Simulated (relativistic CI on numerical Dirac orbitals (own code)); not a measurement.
# Radial parameters of Cs18+

These numbers are calculated, not measured: Dirac-Coulomb-Breit CI, KLI orbitals optimised for each configuration, model QED (radiative potential, 1s self-energy scaled to tabulated hydrogen-like ionisation energies), unscaled Slater integrals (own radial code, finite nucleus).

Slater integrals F^k, G^k are unscaled and averaged over j, outside the closed core [Ar] 3d10; ζ comes from projecting the Hamiltonian with its Breit term on Σ l·s of the shell.

- 4s²4p⁶4d: ζ(4d) = 10278 cm⁻¹; <r>(4d) = 0.7023, <r^2>(4d) = 0.5628 (bohr units).
- 4s²4p⁵4d²: ζ(4p) = 90200, F^2(4d,4d) = 144530, F^4(4d,4d) = 98115, F^2(4p,4d) = 148380, G^1(4p,4d) = 187210, G^3(4p,4d) = 118880, ζ(4d) = 10240 cm⁻¹; <r>(4p) = 0.6726, <r^2>(4p) = 0.5107, <r>(4d) = 0.702, <r^2>(4d) = 0.5624 (bohr units).
- 4s²4p⁶4f: ζ(4f) = 905.26 cm⁻¹; <r>(4f) = 0.7168, <r^2>(4f) = 0.5872 (bohr units).

Task: Give the Racah parameters of the d shell in 4s²4p⁵4d².

Result: B = F²/49 − 5F⁴/441 = 1837 cm⁻¹ and C = 35F⁴/441 = 7787 cm⁻¹.

Averages of the first 10 configurations, taken without configuration mixing, which lowers the lowest level and can move excited configurations by several eV; other configurations of the list can lie among them:

| Configuration | Parity | States | Average energy above the lowest level (eV) |
| --- | --- | --- | --- |
| 4s²4p⁶4d | even | 10 | 3.6 |
| 4s²4p⁵4d² | odd | 270 | 100.6 |
| 4s²4p⁶4f | odd | 14 | 111.6 |
| 4s4p⁶4d² | even | 90 | 173.4 |
| 4s²4p⁵4d4f | even | 840 | 207.1 |
| 4s²4p⁶5s | even | 2 | 145.7 |
| 4s4p⁶4d4f | odd | 280 | 280.1 |
| 4s²4p⁶5p | odd | 6 | 172.8 |
| 4s²4p⁶5d | even | 10 | 213.6 |
| 4s²4p⁵4d5s | odd | 120 | 242.1 |
